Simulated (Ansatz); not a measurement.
The lowest singlet and triplet of CH2O (SMILES C=O); geometries from B3LYP-D3(BJ)/def2-TZVP, each state relaxed from the structure named, with no frequency check.
Singlet (charge 0, multiplicity 1):
```xyz
4

C     -0.51671     0.09830     0.00048
O      0.66103    -0.12575    -0.00061
H     -1.26944    -0.71409     0.00073
H     -0.91856     1.13034     0.00130
```
Triplet (charge 0, multiplicity 3):
```xyz
4

C     -0.5797     0.1103     0.0005
O      0.7059    -0.1343    -0.0007
H     -1.2633    -0.7325     0.0007
H     -0.9061     1.1452     0.0013
```

A positive gap puts the triplet lower; no zero-point energy. R- takes a restricted singlet. U- takes an unrestricted singlet (broken symmetry where lower, unprojected). The triplet is unrestricted in single-reference levels. Active spaces average the two states.

Frozen-core correlation.

Codes used: Ansatz (Gaussian orbitals). 

```
level                                   gap E(singlet) − E(triplet), adiabatic (eV)
--------------------------------------  -------------------------------------------
U-PBE0/def2-TZVPP                                                                 ?
U-wB97X-V/def2-TZVPP                                                         -3.093
U-wB97M-V/def2-TZVPP                                                         -3.157
R-MP2/cc-pVTZ                                                                -3.631
U-SCS-MP2/cc-pVQZ                                                            -3.673
R-CCSD/cc-pVQZ                                                               -3.186
SA-CASSCF(4,3)/cc-pVDZ                                                       -3.145
FIC-MRCISD+Q on SA-CASSCF(4,3)/cc-pVTZ                                       -3.300
FIC-MRCISD+Q on SA-CASSCF(4,3)/cc-pVQZ                                       -3.328
```

**Question.** What belongs in the gaps?

**Answer.** 
- U-PBE0/def2-TZVPP, gap E(singlet) − E(triplet), adiabatic (eV): -2.933

Ansatz is a first-principles code.
